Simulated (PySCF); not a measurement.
# Orbital picture of GaSb

PBE0 at R = 2.782 Å; basis Ga cc-pVTZ-PP with ECP10, Sb cc-pVTZ-PP with ECP28; scalar-relativistic core potentials; PySCF 2.14. State: ³Σ⁻ (triplet), unpaired electrons π ↑↑. Only the outer orbitals are listed, counted within each symmetry, core potentials removing the inner ones.

```
spin  orbital  occ.  ε (eV)  on Ga (%)            main shells (%)
   α       7σ     1  -14.79          9                    90 Sb s
   α       8σ     1  -10.07         79           79 Ga s, 12 Sb p
   α       5π     1   -6.20          8                    91 Sb p
   α       5π     1   -6.20          8                    91 Sb p
   α       9σ     1   -5.50         39  61 Sb p, 26 Ga p, 12 Ga s
   α       6π     0   -1.73         90                    90 Ga p
   α       6π     0   -1.73         90                    90 Ga p
   α      10σ     0    0.20         85           93 Ga p, 28 Sb p
   β       7σ     1  -13.20         15           84 Sb s, 12 Ga s
   β       8σ     1   -9.75         76   76 Ga s, 14 Sb s, 9 Sb p
   β       9σ     1   -5.11         42   56 Sb p, 33 Ga p, 8 Ga s
   β       5π     0   -3.08         32           68 Sb p, 31 Ga p
   β       5π     0   -3.08         32           68 Sb p, 31 Ga p
   β       6π     0   -1.19         69           68 Ga p, 30 Sb p
```

Task: Which are the highest filled and the lowest empty level, where do they sit, and how wide is the gap?

Result: Highest filled β 9σ at -5.11 eV (in %: 56 Sb p, 33 Ga p, 8 Ga s); lowest empty β 5π at -3.08 eV (in %: 68 Sb p, 31 Ga p); the gap at PBE0 is 2.03 eV.

* bond order (Mayer): 1.11
* ⟨S²⟩: 2.008
* charge on Ga (Mulliken, basis-dependent): 0.23
* charge on Ga (Löwdin, basis-dependent): 0.02
* dipole moment (positive dipole means Ga(−)Sb(+)): -1.48 D
* polarisability along the bond: 146.0 bohr³
* polarisability across the bond: 68.0 bohr³

Spin–orbit coupling is left out. The state is the lowest determinant that a PBE0 search found; another state may lie lower at other levels.
